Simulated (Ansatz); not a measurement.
Calculated with Ansatz (gas phase, PBE0-D4/def2-TZVP geometries, no zero-point term in ΔE). CCSD(T)/CBS is the MP2 limit (def2-TZVPP, def2-QZVPP) plus CCSD(T) − MP2 in def2-TZVPP, frozen cores. DFT in def2-TZVPP. B3LYP here is the variant with VWN-RPA as its local correlation; programs differ in this. For Ge outer-core shells are correlated without core-valence functions, which leaves a few kJ/mol of doubt a bond. Scalar relativity is left out up to krypton. Each species was taken in one conformer, which may not be the lowest.

Consider the cleavage of the Ge–Ge bond: `[Cl][GeH]([Cl])[GeH3]` + `[CH3][Al]([OH])[F]` → `[CH3][Al]([F])[O][GeH3]` + `[Cl][GeH2][Cl]`.

CCSD(T)/CBS gives +0.04 eV.

Question: Another level gave +0.19 eV. Which?
A. PBE-D4/def2-TZVPP
B. ωB97X-V/def2-TZVPP
C. PBE0/def2-TZVPP
D. B3LYP-D4/def2-TZVPP

Answer: A. PBE-D4 0.19, ωB97X-V -0.03, B3LYP-D4 0.06, PBE0 0.11 eV.

Largest T1 diagnostic among the species: 0.012.

The D4 term adds +0.04 eV with B3LYP and +0.02 eV with PBE0; it sums over pairs of atoms, weighted by their polarisabilities, and B3LYP, whose exchange is more repulsive, gets the larger term. From PBE to PBE0 (25 % exact exchange), in def2-TZVPP and without D4, ΔE moves by −0.06 eV. In def2-TZVPP, CCSD(T) changes the Hartree–Fock value by +0.25 eV (the triples alone add +0.02 eV) and MP2 by +0.26 eV.
